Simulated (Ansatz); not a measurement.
Species: sum formula Sn$_{2}$OH$_{5}$, net charge 0, doublet state. It need not be the lowest isomer of its formula. SMILES: [SnH2][O][SnH3]
Coordinates optimised at B3LYP-D3(BJ)/def2-TZVP (Ansatz, an electronic-structure program):
```
O
Sn 1 1.9741
Sn 1 1.9770 2 133.11
H 2 1.7083 1 105.25 3 -137.12
H 2 1.7109 4 112.30 1 116.00
H 2 1.7152 4 112.27 5 126.76
H 3 1.7386 1 102.87 2 163.25
H 3 1.7475 7 110.46 1 112.68
```
Charge 0, spin multiplicity 2.

Property: atomisation energy (electronic, to ground-state atoms), in kcal/mol. Cores are frozen in the correlated levels unless marked. UHF or UKS for open shells. Spin-orbit coupling is left out. Frozen are the shells of the preceding noble gas and the d and f shells that filled before the atom's block. In def2 rows, elements after Kr have scalar-relativistic effective core potentials. The coupled-cluster limit lacks core correlation, which all-electron functionals hold. CBS marks a two-point X^-3 extrapolation of the correlation energy; Hartree-Fock from the larger set. [CCSD(T)-MP2]/basis is that difference in the basis named.

```json
[
 {"level": "revPBE-D4/def2-TZVPD", "program": "Ansatz + dftd4", "atomisation energy (kcal/mol)": "?"},
 {"level": "PBE0/def2-TZVP", "program": "Ansatz", "atomisation energy (kcal/mol)": "441.2"},
 {"level": "HSE06/def2-TZVPD", "program": "Ansatz", "atomisation energy (kcal/mol)": "441.3"},
 {"level": "B2GP-PLYP/def2-TZVPD", "program": "Ansatz", "atomisation energy (kcal/mol)": "445.0"},
 {"level": "SCS-MP2/def2-TZVPPD", "program": "Ansatz", "atomisation energy (kcal/mol)": "451.0"},
 {"level": "CCSD/def2-TZVPP", "program": "Ansatz", "atomisation energy (kcal/mol)": "?"},
 {"level": "RI-MP2/CBS(def2-TZVPPD,def2-QZVPPD)+[CCSD(T)-MP2]/def2-TZVPPD", "program": "Ansatz", "atomisation energy (kcal/mol)": "?"}
]
```

Fill in the missing entries.


- revPBE-D4/def2-TZVPD, atomisation energy (kcal/mol): 442.5
- CCSD/def2-TZVPP, atomisation energy (kcal/mol): 438.6
- RI-MP2/CBS(def2-TZVPPD,def2-QZVPPD)+[CCSD(T)-MP2]/def2-TZVPPD, atomisation energy (kcal/mol): 461.1
